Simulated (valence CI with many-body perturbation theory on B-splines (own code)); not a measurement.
Values are calculated unless marked as measured or tabulated.
**Hyperfine factors and g values of Sn43+**

Level of theory: valence CI with perturbative core correlation (CI+MBPT): five valence electrons over a frozen Dirac-Fock core [He], a basis of 11 s, 11 p, 10 d, 8 f, 5 g, 2 h functions for each j, with the one-electron correlation potential Σ1, the two-electron term Σ2, the three-electron term Σ3, Breit, model QED; selected CI, second order for the rest, scaled by the run's own slope (own B-spline code, finite nucleus).

The last digits are not significant, and no measured levels were compared; by estimate large intervals hold to a few tenths of a per cent, small ones and those within an open d or f shell to about a per cent. Among the levels kept, up to 7200 cm⁻¹ of a level comes from second order outside the variational space, and about a tenth of that is noise between levels of different J, which matters for small intervals.

A/g_I is the dipole constant over the nuclear g factor μ/I (μ in nuclear magnetons, uniformly magnetised nucleus), B/Q the quadrupole constant per barn. Both hold the static response of the core; the bare values leave it out. Large factors of s and p1/2 electrons are usually good to 5 to 10 %; those of open d and f shells near neutrality can be off by tens of per cent, and small factors of p3/2, d and f electrons come from cancelling terms and can be off by a factor of two or in sign, in half-filled shells by more. B is blank for J = 1/2, where it vanishes, and for nearly pure S terms. Energies count from the lowest level.

Levels are named by their leading jj configuration (3d3/2^4 stands for four electrons in 3d with j = 3/2), which in mixed levels can hold well under half, so a name can repeat and another be missing. Letters in brackets count levels of one name in rising energy.

```tsv
Level	E (eV)	g	A/g_I (MHz)	A/g_I bare	B/Q (MHz/b)	B/Q bare
(2s^2 2p1/2^2 2p3/2) J=3/2	0.0	1.377	218000	226000	398000	399000
(2s^2 2p1/2 2p3/2^2) J=3/2	225.1	1.435	-11100	-1400	71900	72000
(2s^2 2p1/2 2p3/2^2) J=5/2	243.9	1.184	483000	487000	-1950	-1950
(2s^2 2p1/2 2p3/2^2) J=1/2	271.6	0.645	1480000	1470000		
(2s 2p1/2^2 2p3/2^2) J=5/2	421.2	1.492	1100000	1090000	149000	149000
(2s 2p1/2^2 2p3/2^2) J=1/2	482.7	2.139	4450000	4390000		
(2s 2p1/2^2 2p3/2^2) J=3/2	484.2	1.220	-584000	-560000	-143000	-143000
(2s^2 2p3/2^3) J=3/2	497.7	1.278	242000	248000	-472000	-473000
(2s 2p1/2 2p3/2^3) J=3/2 [a]	665.9	1.528	1040000	1040000	-342000	-343000
(2s 2p1/2 2p3/2^3) J=5/2	695.8	1.276	1370000	1350000	-591000	-592000
(2s 2p1/2 2p3/2^3) J=1/2	727.8	1.445	-1350000	-1310000		
(2s 2p1/2 2p3/2^3) J=3/2 [b]	739.4	1.074	95000	108000	-46400	-46600
(2p1/2^2 2p3/2^3) J=3/2	956.5	1.319	219000	231000	-436000	-437000
(2s 2p3/2^4) J=1/2	970.6	1.704	4490000	4420000		
(2p1/2 2p3/2^4) J=1/2	1200.5	0.645	1490000	1470000		
(2s^2 2p1/2^2 3s) J=1/2	3879.2	2.026	1290000	1280000		
(2s^2 2p1/2^2 3p1/2) J=1/2	3938.5	0.659	420000	417000		
(2s^2 2p1/2^2 3p3/2) J=3/2	4016.9	1.334	65700	68100	113000	113000
(2s^2 2p1/2^2 3d3/2) J=3/2	4075.7	0.784	38700	38500	17200	17500
(2s^2 2p1/2^2 3d5/2) J=5/2	4102.5	1.203	33300	33500	19300	19700
(2s^2 2p1/2 2p3/2 3s) J=3/2 [a]	4109.2	1.671	337000	340000	280000	281000
(2s^2 2p1/2 2p3/2 3s) J=1/2	4115.8	1.295	-531000	-512000		
(2s^2 2p1/2 2p3/2 3s) J=5/2	4125.5	1.337	676000	676000	347000	348000
(2s^2 2p1/2 2p3/2 3s) J=3/2 [b]	4129.1	0.991	442000	447000	224000	225000
(2s^2 2p1/2 2p3/2 3p1/2) J=1/2	4168.1	1.710	-243000	-228000		
(2s^2 2p1/2 2p3/2 3p1/2) J=3/2 [a]	4173.3	1.145	325000	329000	73100	73300
(2s^2 2p1/2 2p3/2 3p1/2) J=5/2	4184.6	1.088	522000	524000	352000	353000
(2s^2 2p1/2 2p3/2 3p1/2) J=3/2 [b]	4206.3	1.356	338000	344000	393000	394000
(2s^2 2p1/2 2p3/2 3p3/2) J=5/2 [a]	4237.8	1.434	59900	65300	471000	472000
(2s^2 2p1/2 2p3/2 3p3/2) J=1/2 [a]	4243.4	1.654	-351000	-342000		
(2s^2 2p1/2 2p3/2 3p3/2) J=3/2 [a]	4248.9	1.183	437000	438000	-274000	-275000
(2s^2 2p1/2 2p3/2 3p3/2) J=7/2	4255.4	1.244	339000	342000	482000	483000
(2s^2 2p1/2 2p3/2 3p3/2) J=3/2 [b]	4260.3	1.388	175000	181000	81800	81900
(2s^2 2p1/2 2p3/2 3p3/2) J=5/2 [b]	4269.4	1.260	577000	577000	51200	51300
(2s 2p1/2^2 2p3/2 3s) J=5/2	4282.7	1.595	1040000	1040000	339000	339000
(2s^2 2p1/2 2p3/2 3p3/2) J=1/2 [b]	4283.0	0.667	1440000	1430000		
(2s 2p1/2^2 2p3/2 3s) J=3/2 [a]	4299.1	1.525	1300000	1290000	233000	233000
(2s^2 2p1/2 2p3/2 3d3/2) J=3/2 [a]	4306.7	0.936	95400	97300	-213000	-214000
(2s^2 2p1/2 2p3/2 3d3/2) J=5/2 [a]	4308.6	0.977	235000	237000	-44000	-44000
(2s^2 2p1/2 2p3/2 3d3/2) J=1/2 [a]	4310.0	0.230	328000	317000
```

(1) Take the isotope of mass number 117, with I = 1/2, μ = -0.9995 μN. What is the hyperfine structure of (2s 2p1/2^2 2p3/2^2) J=5/2?

## Answers

(1) From the table A = -2190000 MHz. Shifts from the centre of gravity in MHz: F = 2: 3830000, F = 3: -2740000.
